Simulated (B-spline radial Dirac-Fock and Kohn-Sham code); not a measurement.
Compton profile of Tb⁺

System: terbium as Tb⁺, [Xe] 4f9 6s1, inside a Watson sphere of charge -1 and radius 1.6 Å (a model of the Madelung potential; inside it an electron's potential energy is raised by 9.0 eV).

Input file task.json (cfg lists n, l and occupation; rrms is the nuclear radius in fm):

```json
{"items": [{
  "Z": 65,
  "q": 1,
  "cfg": [[1, 0, 2], [2, 0, 2], [2, 1, 6], [3, 0, 2], [3, 1, 6], [3, 2, 10], [4, 0, 2], [4, 1, 6], [4, 2, 10], [4, 3, 9], [5, 0, 2], [5, 1, 6], [6, 0, 1]],
  "A": 159,
  "rrms": 5.06,
  "watson": [-1, 1.6],
  "do": ["scatter"],
  "s": [0.0, 0.05, 0.1, 0.15, 0.2, 0.25, 0.3, 0.35, 0.4, 0.45, 0.5, 0.6, 0.7, 0.8, 0.9, 1.0, 1.1, 1.2, 1.4, 1.6, 1.8, 2.0, 2.5, 3.0, 3.5, 4.0, 5.0, 6.0],
  "pz": [0, 0.1, 0.2, 0.3, 0.4, 0.5, 0.6, 0.8, 1.0, 1.2, 1.4, 1.6, 1.8, 2.0, 2.5, 3.0, 4.0, 5.0, 7.0, 10.0, 15.0, 20.0, 30.0, 40.0, 60.0, 100.0],
  "hv_scatter": [1000, 5000, 8047.8, 10000, 17479.3, 50000, 200000, 1000000]
}]}
```

Launch: `python xray_run.py task.json out`

Model: the impulse approximation on configuration-average Dirac-Fock orbitals. Program: a radial finite-basis atomic code. pz is in atomic units of momentum; subshell profiles are per electron, for a selection of subshells; open shells are spread over both j values by their weights.

| pz | J total | J 2p3/2 | J 4d3/2 | J 5p3/2 | J 6s1/2 |
| --- | --- | --- | --- | --- | --- |
| 0 | 10.30 | 0.0226 | 0.107 | 0.396 | 2.38 |
| 0.1 | 9.831 | 0.0226 | 0.107 | 0.396 | 1.92 |
| 0.2 | 8.893 | 0.0226 | 0.107 | 0.395 | 1.03 |
| 0.3 | 8.163 | 0.0226 | 0.107 | 0.392 | 0.395 |
| 0.4 | 7.760 | 0.0226 | 0.107 | 0.385 | 0.124 |
| 0.5 | 7.512 | 0.0226 | 0.107 | 0.373 | 0.0529 |
| 0.6 | 7.284 | 0.0226 | 0.107 | 0.355 | 0.0439 |
| 0.8 | 6.746 | 0.0226 | 0.107 | 0.302 | 0.0395 |
| 1 | 6.144 | 0.0226 | 0.106 | 0.235 | 0.0258 |
| 1.2 | 5.575 | 0.0226 | 0.106 | 0.169 | 0.0140 |
| 1.4 | 5.094 | 0.0226 | 0.106 | 0.114 | 0.00704 |
| 1.6 | 4.712 | 0.0226 | 0.105 | 0.0719 | 0.00358 |
| 1.8 | 4.416 | 0.0226 | 0.104 | 0.0442 | 0.00211 |
| 2 | 4.179 | 0.0226 | 0.102 | 0.0275 | 0.00162 |
| 2.5 | 3.707 | 0.0226 | 0.0952 | 0.0133 | 0.00150 |
| 3 | 3.268 | 0.0226 | 0.0848 | 0.0124 | 0.00124 |
| 4 | 2.420 | 0.0225 | 0.0584 | 0.00931 | 0.000434 |
| 5 | 1.768 | 0.0224 | 0.0340 | 0.00423 | 0.000148 |
| 7 | 1.077 | 0.0220 | 0.00859 | 0.000965 | 0.000114 |
| 10 | 0.6464 | 0.0206 | 0.00287 | 0.000762 | 3.12e-05 |
| 15 | 0.3119 | 0.0164 | 0.00219 | 0.000131 | 1.03e-05 |
| 20 | 0.1668 | 0.0114 | 0.000935 | 5.23e-05 | 6.06e-06 |
| 30 | 0.06043 | 0.00433 | 0.000125 | 3.51e-05 | < 1e-6 |
| 40 | 0.02719 | 0.00149 | 1.95e-05 | 1.30e-05 | < 1e-6 |
| 60 | 0.008119 | 0.000200 | < 1e-6 | 1.62e-06 | < 1e-6 |
| 100 | 0.001400 | 8.91e-06 | < 1e-6 | < 1e-6 | < 1e-6 |

J(0) = 10.30. The 6s1/2 subshell gives the largest part, 23 %.

Mean momentum ⟨p⟩ by subshell (a.u.): 1s1/2 64.0, 2s1/2 22.8, 2p1/2 30.3, 2p3/2 27.7, 3s1/2 11.5, 3p1/2 13.7, 3p3/2 12.9, 3d3/2 15.5, 3d5/2 15.2, 4s1/2 5.75, 4p1/2 6.42, 4p3/2 6.09, 4d3/2 6.55, 4d5/2 6.43, 4f5/2 5.65, 4f7/2 5.58, 5s1/2 2.13, 5p1/2 2.19, 5p3/2 2.04, 6s1/2 0.393.

Values without a named source are computed, but for edge energies of neutral atoms, which are taken from tables.
